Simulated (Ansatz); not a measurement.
Compare A (`N=C([SiH3])[SiH3]`) with its isomer B (`NC1[SiH2][SiH2]1`).

Calculated with Ansatz (gas phase, PBE0-D4/def2-TZVP geometries, no zero-point term in ΔE). CCSD(T)/CBS adds triple-zeta CCSD(T) − MP2 to the extrapolated MP2 energy (def2 sets, frozen cores). DFT in def2-TZVPP. B3LYP here is the variant with VWN-RPA as its local correlation; programs differ in this. Each species was taken in one conformer, which may not be the lowest.

A:

```xyz
11

N    -0.716    1.668   -0.200
C    -0.231    0.496   -0.032
Si    0.980   -0.298   -1.261
Si   -0.790   -0.425    1.530
H    -0.371    2.104   -1.062
H     1.204    0.684   -2.358
H     0.411   -1.558   -1.808
H     2.266   -0.618   -0.587
H     0.411   -0.763    2.342
H    -1.730    0.414    2.309
H    -1.435   -1.705    1.127
```

B:

```xyz
11

N    -0.522    1.272   -0.890
C    -0.610    0.142    0.009
Si    0.473   -1.360   -0.474
Si    0.819    0.006    1.276
H    -0.824    2.130   -0.447
H    -1.077    1.133   -1.725
H    -1.595   -0.124    0.411
H    -0.142   -2.698   -0.299
H     1.226   -1.213   -1.741
H     1.811    1.104    1.227
H     0.441   -0.394    2.653
```

(1) Which isomer does CCSD(T)/CBS put lower? Give the gap. (Best estimate.)

(2) Give E(B) − E(A) in kcal/mol with CCSD/def2-TZVPP, B3LYP, HF/def2-TZVPP, r2SCAN-D4, B3LYP-D4, PBE0-D4, B2PLYP. (An estimate is asked.)

(3) Does the order hold for the free energy at 298.15 K (harmonic terms from PBE0-D4)? (Estimate.)

Largest T1 diagnostic: 0.013.

Results:

(1) Computed: A, by 9.6 kcal/mol.

(2) Computed: CCSD/def2-TZVPP 11.4, B3LYP 12.0, HF/def2-TZVPP 18.7, r2SCAN-D4 6.3, B3LYP-D4 11.8, PBE0-D4 3.6, B2PLYP 11.6. None reverses the order clearly.

(3) Ansatz gave: Yes: G(B) − G(A) = +14.9 kcal/mol, for one conformer each. Modes under 60 cm⁻¹, often nearly free rotors, make the harmonic entropy too high.

From r2SCAN to r2SCAN0 (25 % exact exchange), in def2-TZVPP and without D4, E(B) − E(A) moves by −1.3 kcal/mol. In def2-TZVPP, CCSD(T) changes the Hartree–Fock value by −7.6 kcal/mol (the triples alone add −0.3 kcal/mol) and MP2 by −9.6 kcal/mol.
